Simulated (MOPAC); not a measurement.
MOPAC input (MNDO):

```
MNDO PRECISE GNORM=0.05 LET XYZ GEO-OK AUX(PRECISION=9) THREADS=1
SSn

Sn   -0.00000000 1   -0.00000000 1   -0.53882161 1
S     0.00000000 1    0.00000000 1    1.68381755 1
```

From the output:

```
                                                       MOPAC v23.2.5 Linux

          FINAL HEAT OF FORMATION =         27.08429 KCAL/MOL =     113.32067 KJ/MOL

          COSMO AREA              =        100.00 SQUARE ANGSTROMS
          COSMO VOLUME            =         89.65 CUBIC ANGSTROMS

          GRADIENT NORM           =          0.00086          =       0.00061 PER ATOM
          IONIZATION POTENTIAL    =         10.028338 EV
          HOMO LUMO ENERGIES (EV) =        -10.028 -0.774
          NO. OF FILLED LEVELS    =          5
          MOLECULAR WEIGHT        =        150.7500         POINT GROUP:  C*v

          MOLECULAR DIMENSIONS (Angstroms)

            Atom       Atom       Distance
            S     2   Sn     1     2.00056
            S     2   Sn     1     0.00000
           Sn     1    S     2     0.00000

          SCF CALCULATIONS        =          7

   ATOM   CHEMICAL          X               Y               Z
  NUMBER   SYMBOL      (ANGSTROMS)     (ANGSTROMS)     (ANGSTROMS)

     1      Sn          0.00000000  *   0.00000000  *  -0.42778449  *
     2       S          0.00000000  *  -0.00000000  *   1.57278043  *

                             CARTESIAN COORDINATES

   1   Sn        0.000000000     0.000000000    -0.427784493
   2    S        0.000000000    -0.000000000     1.572780433

           Empirical Formula: Sn S  =     2 atoms

      MOLECULAR POINT GROUP   :   C*v

                  EIGENVALUES
 -22.29973 -15.54701 -10.39873 -10.02834 -10.02834  -0.77394  -0.77394   1.41768

              NET ATOMIC CHARGES AND DIPOLE CONTRIBUTIONS

  ATOM NO.   TYPE          CHARGE      No. of ELECS.   s-Pop       p-Pop
    1         Sn           0.407805        3.5922     1.94966     1.64253
    2          S          -0.407805        6.4078     1.88605     4.52175
 DIPOLE           X         Y         Z       TOTAL
 POINT-CHG.     0.000     0.000    -3.919     3.919
 HYBRID        -0.000    -0.000     0.810     0.810
 SUM           -0.000    -0.000    -3.108     3.108

          ATOMIC ORBITAL ELECTRON POPULATIONS

     Atom    s        px        py        pz
    1 Sn   1.94966   0.45046   0.45046   0.74161
    2  S   1.88605   1.54954   1.54954   1.42267

 **********************
 *                    *
 * JOB ENDED NORMALLY *
 *                    *
 **********************

 == MOPAC DONE ==
```

The geometry given is a B3LYP-D3(BJ)/def2-TZVP minimum.
